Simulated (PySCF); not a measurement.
**Bi: ionisation energy**

Bi [Xe] 4f14 5d10 6s2 6p3 (4S) → Bi⁺ [Xe] 4f14 5d10 6s2 6p2 (3P), as a difference of total energies. Computed with PySCF 2.14 in x2c-TZVPPall (11s7p6d3f, 83 functions), with the spin-free X2C one-electron Hamiltonian (Gaussian nucleus). Correlated levels: valence and next inner shell: [Kr] 4d10 4f14 frozen. The calculations carry no spin-orbit coupling.

```csv
method,ionisation energy (eV),difference from reference (eV)
UHF,8.248,+0.962
MP2 (valence and next inner shell),8.743,+1.457
SCS-MP2 (valence and next inner shell),8.566,+1.280
CCSD (valence and next inner shell),8.640,+1.354
CCSD(T) (valence and next inner shell),8.668,+1.382
```

Reference: 7.286 eV (measured; NIST Atomic Spectra Database, ionization energies).

Spin-orbit coupling is strong in these open shells (close to jj coupling). The scalar numbers leave it out and a first-order estimate fails, so it can dominate the gap to the real levels.

Errors of the correlated levels include the incompleteness of this basis and the frozen core.
